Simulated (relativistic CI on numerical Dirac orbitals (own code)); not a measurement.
## What each ingredient does to the levels of P⁷⁺

Base calculation: Dirac-Coulomb-Breit CI, separate exchange-only KLI orbitals for each configuration, model QED (radiative potential, 1s self-energy scaled to tabulated hydrogen-like ionisation energies), unscaled Slater integrals.

Configuration list (outside the closed core 1s2): 2s2.2p4, 2s.2p5, 2p6, 2s2.2p3.3s, 2s2.2p3.3p, 2p5.3s, 2s2.2p3.3d, 2p5.3p, 2p5.3d, 2s.2p4.3s, 2s.2p4.3p, 2s2.2p3.4s, 2s2.2p3.4p, 2s.2p4.3d, 2s2.2p3.4d, 2s2.2p3.4f. Levels of other configurations are missing.

Variants: (1) QED terms removed; (2) only the first 3 configurations. Shifts of the energy above 2s2.2p4 3P_2, in cm⁻¹, for the lowest level and the first level of each name with at least 55 % of one term (blank where a level changes its place among those of its configuration and J or its character, or is not in the variant):

| Level | Base | Δ(1) | Δ(2) |
| --- | --- | --- | --- |
| 2s2.2p4 3P_2 | 0 | 0 | 0 |
| 2s2.2p4 3P_1 | 5708 | -16 | +3 |
| 2s2.2p4 3P_0 | 7772 | -20 | -8 |
| 2s2.2p4 1D_2 | 54903 | -10 | -564 |
| 2s2.2p4 1S_0 | 110271 | +9 | -2992 |
| 2s.2p5 3P°_2 | 410205 | +413 | +2378 |
| 2s.2p5 3P°_1 | 415294 | +399 | +2386 |
| 2s.2p5 3P°_0 | 418079 | +391 | +2382 |
| 2s.2p5 1P°_1 | 577049 | +411 | +4944 |
| 2p6 1S_0 | 974932 | +796 | +9216 |
| 2s2.2p3.3s 5S°_2 | 1429661 | -140 |  |
| 2s2.2p3.3s 3S°_1 | 1456751 | -139 |  |
| 2s2.2p3.3s 3D°_1 | 1515816 | -138 |  |
| 2s2.2p3.3s 3D°_2 | 1515884 | -139 |  |

At this charge configurations can still be misplaced by up to about 7 % of their energy.

Ionisation energy from the two ground configurations alone: base 307.895 eV. The NIST ASD value (semi-empirical) is 309.6 eV.
